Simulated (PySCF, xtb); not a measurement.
FeO2, SMILES [O]=[Fe]=[O] (connectivity only; charge and spin as stated), neutral, multiplicity 5.

Harmonic wavenumbers (cm⁻¹) from GFN2-xTB (xtb) at its own minimum, in rising order: 298, 819, 826.

Q: What does PBE0-D3(BJ)/def2-TZVP run with PySCF give at its own minimum? (An estimate is asked for; the answer gives what the named calculation found.)

A: 289, 942, 996. Paired by order, the mean absolute difference is 100 cm⁻¹ and the zero-point energies are 2.8 and 3.2 kcal/mol.
